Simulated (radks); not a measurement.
Numerical settings for neutral technetium, [Kr] 4d5 5s2. All-electron calculation, scalar-relativistic Kohn-Sham, r2SCAN, spin-polarised, spherical densities, finite nucleus; open shells are filled with parallel spins first (spin-orbit coupling, left out, can overturn this in heavy ions); meta-GGA in the generalised Kohn-Sham scheme; Fermi nuclear charge, rms radius 4.4112 fm. Program: a radial shooting solver on a logarithmic mesh with Libxc functionals. The defaults (mesh step 0.008 in ln r, mesh end at 40 bohr or more with all orbitals vanishing there, Anderson mixing 0.5 over 9 steps, residual threshold near 1e-9 with the energy settled to 1e-9 hartree or 1e-11 of itself, here a cap of 91 iterations) give E = -4286.328 hartree and 5s at -4.344 eV in 16 iterations. Run on one thread of a shared host, so times are rough (Arm Neoverse N1): 0.31 s of CPU time, 0.31 s wall, 16 iterations on 2437 mesh points. Changes against that run (0 stands for a change within the tolerance of the run):

setting	iterations	converged	E (mhartree)	e(5s) (meV)	CPU (s)
mesh step in ln r 0.2	2	no	diverged	-	0.01
mesh step in ln r 0.08	4	no	diverged	-	0.03
mesh step in ln r 0.003	18	yes	0	+0.00331	0.89
mesh end (bohr) 3	11	level above zero	+2.45e+03	+3.24e+04	0.18
mesh end (bohr) 8	14	yes	+5.82	+258	0.26
residual threshold 1e-05	12	yes	0	-0.0876	0.25
residual threshold 1e-16	91	no	0	-0.00636	1.1
mixing 2.5	91	no	0	-0.0124	1.4
linear mixing, mixing 0.5	25	yes	0	0	0.44
linear mixing, mixing 1	14	no	diverged	-	0.43
mixing history 3	18	yes	0	-0.0132	0.33
iteration cap 2	2	no	+261	-4.16e+03	0.06

Settled on a wrong energy, with an occupied level pushed above zero by the early mesh end: mesh end (bohr) 3 (+2.45 hartree). Apart from these: settings that end as converged yet miss the energy by more than 1 mhartree: mesh end (bohr) 8 (+0.00582 hartree). A mesh that ends early acts as a hard wall.
